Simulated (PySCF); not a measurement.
B(Cl)(OMe)(SH) (CH₄BClOS), SMILES COB(S)Cl.

The structure is a stationary point at r2SCAN-D4/def2-SVP. One conformer was computed; it need not be the lowest.

All values below come from PySCF with PBE/def2-TZVP.

Symmetry labels are those of the subgroup Cs that the program uses (full group Cs).

Computed valence orbital energies around the gap with their symmetry:
```
orbital  symmetry  energy (eV)
-------  --------  -----------
HOMO−7         A'       -11.07
HOMO−6         A'       -10.22
HOMO−5         A'        -9.09
HOMO−4         A"        -8.88
HOMO−3         A'        -7.99
HOMO−2         A"        -7.53
HOMO−1         A'        -7.38
HOMO           A"        -6.71
LUMO           A"        -1.01
LUMO+1         A'        -0.71
LUMO+2         A'         0.24
LUMO+3         A'         0.93
```
